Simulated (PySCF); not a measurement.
[PySCF 2.14: GFN2-xTB geometry; shieldings: GIAO PBE0/pcSseg-1; single conformer; no relativistic terms; isolated molecule; averaged over atoms made equivalent by symmetry, fast rotation or ring inversion]

δ = σ(ref) − σ, references computed at the same level: ¹H (σref 31.72), ¹³C (σref 186.93) vs TMS. Shifts are as computed. Against solution values, carbons near 30 ppm lie about +3 ppm off and those near 130 ppm about +5 ppm (rms about the fit 2.1 ppm; single classes can miss by 10 ppm). Of 1328 compounds with measured shifts, 309 miss one by over three times the rms of a fit or turn the order of signals round; such compounds aren't used in these exercises. Signals without a measured value on file couldn't be tested in this way; 1H shifts scatter by 0.2 ppm about their fit, and single ones miss by 0.5 ppm.

(1) Order these molecules by the shift of their most shielded carbon-bound hydrogen, lowest δ first.
A. FC(F)(F)C1=CCC=CO1
B. C=C=C(C)C(=O)C(F)(F)F
C. C1=Cc2ccccc2C1
D. C=CC1(OC(F)(F)F)C=C1

(2) How many ¹³C and ¹H signals does each give (equivalence by symmetry and fast rotation, but not about amide C–N or C=N bonds)? `FC(F)(F)C1=CCC=CO1`, `C1=Cc2ccccc2C1`, `C=C=C(C)C(=O)C(F)(F)F`, `C=CC1(OC(F)(F)F)C=C1`

Answers

(1) B (1.98 ppm, hydrogen on an allylic methyl carbon), A (3.12 ppm, hydrogen on an allylic sp3 CH2), C (3.54 ppm, hydrogen on an sp3 CH2 on an aromatic ring), D (5.46 ppm, hydrogen on an alkene CH).

(2) FC(F)(F)C1=CCC=CO1: 6 C, 4 H; C1=Cc2ccccc2C1: 9 C, 7 H; C=C=C(C)C(=O)C(F)(F)F: 6 C, 2 H; C=CC1(OC(F)(F)F)C=C1: 5 C, 4 H.
